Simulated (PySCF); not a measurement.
Members of one series of related molecules.

All values: CAM-B3LYP/def2-SVPD (PySCF) at GFN2-xTB geometries, gas phase, one conformer each. Core orbitals are frozen in the response; Δα² is half the sum of the squared differences of the principal polarisabilities.

(1) Rank by mean static polarisability, lowest first.
A. `C=C[C@@H]1O[SiH2]OC1=S`
B. `C=C[Si@H]1O[SiH2]OC1=O`
C. `O1[C@@H](CC)C(O[SiH2]1)=O`
D. `C=C[C@H]1OCOC1=O`

(2) Rank by HOMO–LUMO gap, lowest first.
A. `CC[C@@H]1O[SiH2]OC1=O`
B. `O=C1[C@H](OCO1)C=C`
C. `C=C[Si@H]1O[SiH2]OC1=O`
D. `C=C[C@@H]1O[SiH2]OC1=S`

(3) Rank by dipole moment, lowest first.
A. `[CH2:1]=[CH:2][C@@H:3]1[O:4][SiH2:5][O:6][C:7]1=[S:8]` with C1–C2–C3–O4 3°
B. `[CH2:1]=[CH:2][Si@H:3]1[O:4][SiH2:5][O:6][C:7]1=[O:8]` with C1–C2–Si3–O4 -163°
C. `[CH2:1]=[CH:2][C@H:3]1[O:4][CH2:5][O:6][C:7]1=[O:8]` with C1–C2–C3–O4 150°, C2–C3–O4–C5 98°, C3–O4–C5–O6 22°, O4–C5–O6–C7 -14°, C5–O6–C7–O8 -178°

## Answers

(1) D (9.88 Å³), C (11.12 Å³), B (12.89 Å³), A (14.08 Å³).

(2) D (7.45 eV), C (8.90 eV), B (9.64 eV), A (10.10 eV).

(3) C (2.87 D), B (3.28 D), A (3.46 D).

All values together:

```
                SMILES                           change    formula  μ (D)  HOMO (eV)  LUMO (eV)  α (Å³)  Δα (Å³)  electrons  α per electron (Å³)
C=C[C@@H]1O[SiH2]OC1=O                           parent   C4H6O3Si   3.41      -9.19       0.47   11.06     3.21         68                0.163
C=C[Si@H]1O[SiH2]OC1=O                 C replaced by Si  C3H6O3Si2   3.28      -8.95      -0.05   12.89     4.66         76                0.170
 CC[C@@H]1O[SiH2]OC1=O  H2 added to a C-C multiple bond   C4H8O3Si   3.36      -9.54       0.56   11.12     2.29         70                0.159
      C=C[C@H]1OCOC1=O                 Si replaced by C     C5H6O3   2.87      -9.35       0.29    9.88     4.37         60                0.165
C=C[C@@H]1O[SiH2]OC1=S                  O replaced by S  C4H6O2SSi   3.46      -7.98      -0.53   14.08     5.64         76                0.185
```

Conformers: `[CH2:1]=[CH:2][C@@H:3]1[O:4][SiH2:5][O:6][C:7]1=[O:8]` with C1–C2–C3–O4 6°; `[CH2:1]=[CH:2][Si@H:3]1[O:4][SiH2:5][O:6][C:7]1=[O:8]` with C1–C2–Si3–O4 -163°; `[CH3:1][CH2:2][C@@H:3]1[O:4][SiH2:5][O:6][C:7]1=[O:8]` with C1–C2–C3–O4 62°; `[CH2:1]=[CH:2][C@H:3]1[O:4][CH2:5][O:6][C:7]1=[O:8]` with C1–C2–C3–O4 150°, C2–C3–O4–C5 98°, C3–O4–C5–O6 22°, O4–C5–O6–C7 -14°, C5–O6–C7–O8 -178°; `[CH2:1]=[CH:2][C@@H:3]1[O:4][SiH2:5][O:6][C:7]1=[S:8]` with C1–C2–C3–O4 3°.

Problem. Give the shifts from the parent, `C=C[C@@H]1O[SiH2]OC1=O`.

Solution. 
```json
{"SMILES": "C=C[Si@H]1O[SiH2]OC1=O", "change in μ (D)": "-0.13", "change in HOMO (eV)": "+0.24", "change in LUMO (eV)": "-0.52", "change in mean α (Å³)": "+1.83"}
{"SMILES": "CC[C@@H]1O[SiH2]OC1=O", "change in μ (D)": "-0.05", "change in HOMO (eV)": "-0.35", "change in LUMO (eV)": "+0.09", "change in mean α (Å³)": "+0.06"}
{"SMILES": "C=C[C@H]1OCOC1=O", "change in μ (D)": "-0.54", "change in HOMO (eV)": "-0.16", "change in LUMO (eV)": "-0.18", "change in mean α (Å³)": "-1.18"}
{"SMILES": "C=C[C@@H]1O[SiH2]OC1=S", "change in μ (D)": "+0.05", "change in HOMO (eV)": "+1.21", "change in LUMO (eV)": "-1.00", "change in mean α (Å³)": "+3.02"}
```
